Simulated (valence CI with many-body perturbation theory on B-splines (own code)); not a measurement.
The numbers below are computed, except where a source is named.
Sn+ in three bases

Level of theory: configuration interaction combined with many-body perturbation theory (CI+MBPT): three valence electrons over a frozen Dirac-Fock core [Kr] 4d10, a basis of 9 s, 9 p, 8 d, 6 f, 3 g, 1 h functions for each j, with the one-electron correlation potential Σ1, the two-electron term Σ2, the three-electron term Σ3, Breit, model QED; selected CI, second order for the rest, scaled by the run's own slope (own B-spline code, finite nucleus).

Set against measurement, 15 paired levels are off by 137 cm⁻¹ on average, the worst by 394. These come from a selection out of the NIST Handbook of Basic Atomic Spectroscopic Data. Levels without a partner in it may be off by more.

The reference run has the lowest level 5s²5p ²P°_1/2 and an ionisation energy of 14.6174 eV. Its largest variational space holds 9702 state functions.

Names give the largest LS component (configuration and term), which can be under half, so a name can repeat, a term be missing and a line seem to break the LS rules; names also repeat where a configuration has a term twice.

Changed runs:
A. basis 6 s, 6 p, 5 d, 3 f, 1 g
B. basis 5 s, 5 p, 4 d, 2 f

Excitation energies of the reference run in cm⁻¹, and shifts in cm⁻¹:

```csv
Level,Reference,A,B
5s²5p ²P°_3/2,4248,-6.0,-16
5s5p² ⁴P_1/2,46071,-92,-253
5s5p² ⁴P_3/2,47976,-94,-260
5s5p² ⁴P_5/2,50345,-92,-249
5s²6s ²S_1/2,57082,-56,-165
5s5p² ²D_3/2,58602,-10,+80
5s5p² ²D_5/2,59233,-11,+78
5s²5d ²D_3/2,71432,+55,+279
5s²6p ²P°_1/2,71518,-66,-164
5s²5d ²D_5/2,72074,+53,+269
5s²6p ²P°_3/2,72389,-67,-170
5s5p² ²S_1/2,75812,+38,+186
Ionisation energy (eV),14.6174,-0.0105,-0.0312
```
